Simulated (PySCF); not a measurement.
PySCF input file for In(H)(Br)(Me) (CH4BrIn), SMILES [InH]([CH3])[Br], TDA-PBE/def2-SVPD. Geometry optimised at PBE0-D3(BJ)/def2-SVP. The structure was generated by enumeration; whether it is a known compound was not checked. The def2 effective core potentials stand for the cores of In; spin–orbit coupling is left out.

```python
import numpy as np
from pyscf import gto, scf, dft, tdscf

mol = gto.M(
    atom='''
    In   -0.31476427   -0.80672587   -0.04718015
    H    -1.58949272   -1.28638968   -1.09552886
    Br    0.22663852    1.63833759   -0.28374464
    C     0.93272685   -1.78241983    1.40092276
    H     1.16003172   -1.07742127    2.21211815
    H     1.87616727   -2.07277593    0.91452032
    H     0.44803361   -2.68114226    1.80624385
    ''',
    basis='def2-SVPD',
    ecp={'In': 'def2-svp'},
    charge=0,
    spin=0,
    max_memory=1600,
    verbose=4,
)
mf = dft.RKS(mol, xc='pbe').density_fit(auxbasis='def2-universal-jkfit')
mf.grids.level = 3
mf.conv_tol = 1e-9
mf.max_cycle = 100
mf.kernel()
mf.grids = dft.Grids(mol).set(level=1).build(with_non0tab=True)  # coarser grid for the response kernel
td = tdscf.TDA(mf)
td.singlet = True
td.nstates = 10
td.conv_tol = 1e-4
td.positive_eig_threshold = 1e-6
td.kernel(x0=td.get_init_guess(mf, 15))
td.analyze()
tt = tdscf.TDA(mf)
tt.singlet = False
tt.nstates = 4
tt.conv_tol = 1e-4
tt.positive_eig_threshold = 1e-6
tt.kernel(x0=tt.get_init_guess(mf, 9))
tt.analyze(verbose=3)
```

It prints:

```
PySCF version 2.14.0

[INPUT] verbose = 4
[INPUT] num. atoms = 7
[INPUT] num. electrons = 66
[INPUT] charge = 0
[INPUT] spin (= nelec alpha-beta = 2S) = 0
[INPUT] symmetry False subgroup None
[INPUT] Mole.unit = angstrom
[INPUT] Symbol           X                Y                Z      unit          X                Y                Z       unit  Magmom
[INPUT]  1 In    -0.314764270000  -0.806725870000  -0.047180150000 AA   -0.594818264099  -1.524490951901  -0.089157562016 Bohr   0.0
[INPUT]  2 H     -1.589492720000  -1.286389680000  -1.095528860000 AA   -3.003705917790  -2.430924184667  -2.070249506957 Bohr   0.0
[INPUT]  3 Br     0.226638520000   1.638337590000  -0.283744640000 AA    0.428284732077   3.096009344680  -0.536199658913 Bohr   0.0
[INPUT]  4 C      0.932726850000  -1.782419830000   1.400922760000 AA    1.762598295528  -3.368285317694   2.647360338070 Bohr   0.0
[INPUT]  5 H      1.160031720000  -1.077421270000   2.212118150000 AA    2.192142246608  -2.036031121081   4.180297458680 Bohr   0.0
[INPUT]  6 H      1.876167270000  -2.072775930000   0.914520320000 AA    3.545442304173  -3.916978825291   1.728192940150 Bohr   0.0
[INPUT]  7 H      0.448033610000  -2.681142260000   1.806243850000 AA    0.846660817500  -5.066624572397   3.413306190680 Bohr   0.0

nuclear repulsion = 262.231751824232
number of shells = 51
number of NR pGTOs = 220
number of NR cGTOs = 125
basis = def2-SVPD
ecp = {'In': 'def2-svp'}


[settings echo left out]
init E= -2781.66881847588
  HOMO = -0.579495033818309  LUMO = -0.544224833801922  gap/eV = 0.95975
cycle= 1 E= -2801.9358021447  delta_E= -20.3  |g|= 2.78  |ddm|= 14.3
  HOMO = -0.00575591015312083  LUMO = 0.0358857191748252  gap/eV = 1.13313
cycle= 2 E= -2748.83286262347  delta_E= 53.1  |g|= 8.03  |ddm|= 17.9
  HOMO = -0.262268671607606  LUMO = -0.240452134914428  gap/eV = 0.59366
cycle= 3 E= -2803.33062048213  delta_E= -54.5  |g|= 1.46  |ddm|= 16.6
  HOMO = -0.208601092221916  LUMO = -0.100670929929851  gap/eV = 2.93693
cycle= 4 E= -2803.79083703368  delta_E= -0.46  |g|= 0.805  |ddm|= 3.63
  HOMO = -0.214873419664029  LUMO = -0.0655788727957677  gap/eV = 4.06251
cycle= 5 E= -2803.96351359983  delta_E= -0.173  |g|= 0.586  |ddm|= 2.06
  HOMO = -0.220833371368081  LUMO = -0.0859314009363532  gap/eV = 3.67087
cycle= 6 E= -2804.048998297  delta_E= -0.0855  |g|= 0.105  |ddm|= 0.756
  HOMO = -0.243481518515921  LUMO = -0.0903198051982011  gap/eV = 4.16774
cycle= 7 E= -2804.05150870566  delta_E= -0.00251  |g|= 0.0755  |ddm|= 0.281
  HOMO = -0.236027181795305  LUMO = -0.0896338790712532  gap/eV = 3.98356
cycle= 8 E= -2804.05316086859  delta_E= -0.00165  |g|= 0.00744  |ddm|= 0.106
  HOMO = -0.235734664455154  LUMO = -0.0896337897424995  gap/eV = 3.97561
cycle= 9 E= -2804.05316664932  delta_E= -5.78e-06  |g|= 0.00158  |ddm|= 0.00873
  HOMO = -0.235709155883528  LUMO = -0.0895402370217941  gap/eV = 3.97746
cycle= 10 E= -2804.05316756735  delta_E= -9.18e-07  |g|= 0.000398  |ddm|= 0.00306
  HOMO = -0.235746266079365  LUMO = -0.0895343325523883  gap/eV = 3.97863
cycle= 11 E= -2804.05316762748  delta_E= -6.01e-08  |g|= 7.34e-05  |ddm|= 0.000735
  HOMO = -0.235755693340934  LUMO = -0.0895328726312714  gap/eV = 3.97893
cycle= 12 E= -2804.05316762913  delta_E= -1.65e-09  |g|= 3.81e-05  |ddm|= 0.000177
  HOMO = -0.235752763775411  LUMO = -0.0895337685020259  gap/eV = 3.97882
cycle= 13 E= -2804.05316762972  delta_E= -5.97e-10  |g|= 4.11e-06  |ddm|= 6.57e-05
  HOMO = -0.235751712208891  LUMO = -0.0895344462842931  gap/eV = 3.97877
Extra cycle  E= -2804.0531676297  delta_E= 2e-11  |g|= 7.62e-06  |ddm|= 2.04e-05
converged SCF energy = -2804.0531676297
tot grids = 30488
Overwritten attributes  positive_eig_threshold  of <class 'pyscf.tdscf.rks.TDA'>


******** <class 'pyscf.tdscf.rks.TDA'> for <class 'pyscf.df.df_jk.DFRKS'> ********
nstates = 10 singlet
deg_eia_thresh = 1.000e-03
wfnsym = None
conv_tol = 0.0001
eigh lindep = 1e-12
eigh level_shift = 0
eigh max_cycle = 100


Excitation energies (eV)
[4.02414197 4.73951209 5.02601302 5.06533995 5.27353892 5.32504208
 5.92531109 6.29559251 6.32315948 6.45913328]

** Singlet excitation energies and oscillator strengths **
Excited State   1:      4.02414 eV    308.10 nm  f=0.0001
      33 -> 34       -0.70666
Excited State   2:      4.73951 eV    261.60 nm  f=0.0330
      31 -> 35        0.11791
      32 -> 34        0.67884
Excited State   3:      5.02601 eV    246.68 nm  f=0.0465
      30 -> 35       -0.11828
      31 -> 35        0.14067
      33 -> 35        0.67525
Excited State   4:      5.06534 eV    244.77 nm  f=0.0014
      31 -> 34        0.70262
Excited State   5:      5.27354 eV    235.11 nm  f=0.0243
      32 -> 35        0.70286
Excited State   6:      5.32504 eV    232.83 nm  f=0.0024
      30 -> 34        0.70543
Excited State   7:      5.92531 eV    209.25 nm  f=0.0016
      31 -> 35        0.12598
      33 -> 36        0.69323
Excited State   8:      6.29559 eV    196.94 nm  f=0.0849
      30 -> 35        0.11753
      31 -> 35       -0.28687
      33 -> 37        0.61768
Excited State   9:      6.32316 eV    196.08 nm  f=0.0001
      32 -> 36        0.70344
Excited State  10:      6.45913 eV    191.95 nm  f=0.1745
      30 -> 35       -0.20071
      30 -> 36       -0.13605
      31 -> 35       -0.50317
      31 -> 36       -0.24319
      33 -> 37       -0.26652

** Transition electric dipole moments (AU) **
state          X           Y           Z        Dip. S.      Osc.
  1         0.0142     -0.0067     -0.0180      0.0006      0.0001
  2        -0.1606     -0.5077      0.0178      0.2839      0.0330
  3         0.4127     -0.1391      0.4336      0.3777      0.0465
  4        -0.0918      0.0433      0.0347      0.0115      0.0014
  5        -0.2908      0.0985      0.3069      0.1884      0.0243
  6        -0.0840      0.0298      0.1010      0.0182      0.0024
  7        -0.0775     -0.0423     -0.0596      0.0113      0.0016
  8         0.3143     -0.5098      0.4380      0.5505      0.0849
  9         0.0199      0.0009      0.0230      0.0009      0.0001
 10        -0.0114     -1.0092      0.2903      1.1029      0.1745

WARN: ECP detected. Skipping calculation of transition velocity and magnetic dipole moments, which have not yet been implemented.



******** <class 'pyscf.tdscf.rks.TDA'> for <class 'pyscf.df.df_jk.DFRKS'> ********
nstates = 4 triplet
deg_eia_thresh = 1.000e-03
wfnsym = None
conv_tol = 0.0001
eigh lindep = 1e-12
eigh level_shift = 0
eigh max_cycle = 100


Excitation energies (eV)
[3.91160163 4.20348047 4.53324957 4.79693842]

** Triplet excitation energies and oscillator strengths **
Excited State   1:      3.91160 eV    316.97 nm  f=0.0000
Excited State   2:      4.20348 eV    294.96 nm  f=0.0000
Excited State   3:      4.53325 eV    273.50 nm  f=0.0000
Excited State   4:      4.79694 eV    258.47 nm  f=0.0000
```

Self-consistency was reached.

Cost: about 60 core-seconds (a rough figure).
